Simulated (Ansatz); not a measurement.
Compare A (`NC[SiH2]P`) with its isomer B (`CN([SiH3])P`).

Program: Ansatz. Geometries: PBE0-D4/def2-TZVP. ΔE: electronic, gas phase. CBS: MP2 limit from def2 TZ/QZ plus the TZ coupled-cluster correction, frozen cores. Functionals use def2-TZVPP. B3LYP here is the variant with VWN-RPA as its local correlation; programs differ in this. One conformer a species, not always the lowest.

A:

```xyz
12

N     0.7169    1.7417    0.2468
C    -0.4002    1.0900   -0.4218
Si   -0.0205   -0.7309   -0.7211
P     0.4454   -1.6833    1.2762
H     0.5170    2.7156    0.4355
H     0.9239    1.2989    1.1331
H    -1.3696    1.1725    0.0970
H    -0.5420    1.5473   -1.4077
H     1.1906   -0.8822   -1.5695
H    -1.1788   -1.3738   -1.4020
H    -0.9176   -1.9157    1.6024
H     0.6349   -2.9801    0.7311
```

B:

```xyz
12

C     0.835    1.109   -0.789
N     0.075   -0.046   -0.329
Si    0.167   -0.539    1.327
P    -1.203   -0.551   -1.347
H     0.964    1.065   -1.874
H     0.353    2.064   -0.547
H     1.828    1.108   -0.331
H    -0.159   -1.985    1.408
H    -0.784    0.202    2.207
H     1.549   -0.283    1.813
H    -1.261   -1.918   -0.962
H    -2.364   -0.226   -0.575
```

(1) Which isomer does CCSD(T)/CBS put lower? Give the gap. (Estimate.)

(2) Give E(B) − E(A) in kcal/mol with HF/def2-TZVPP, ωB97M-V, PBE-D4, B3LYP, PBE0-D4, r2SCAN-D4, CCSD/def2-TZVPP. (Best estimate.)

Largest T1 diagnostic: 0.012.

Results:

(1) Computed: B, by 4.5 kcal/mol.

(2) The calculation gave: HF/def2-TZVPP -9.0, ωB97M-V -5.0, PBE-D4 -0.7, B3LYP -4.6, PBE0-D4 -1.7, r2SCAN-D4 -2.7, CCSD/def2-TZVPP -5.4. None reverses the order clearly.

In def2-TZVPP, CCSD(T) changes the Hartree–Fock value by +4.0 kcal/mol (the triples alone add +0.4 kcal/mol) and MP2 by +2.9 kcal/mol. From PBE to PBE0 (25 % exact exchange), in def2-TZVPP and without D4, E(B) − E(A) moves by −1.1 kcal/mol.
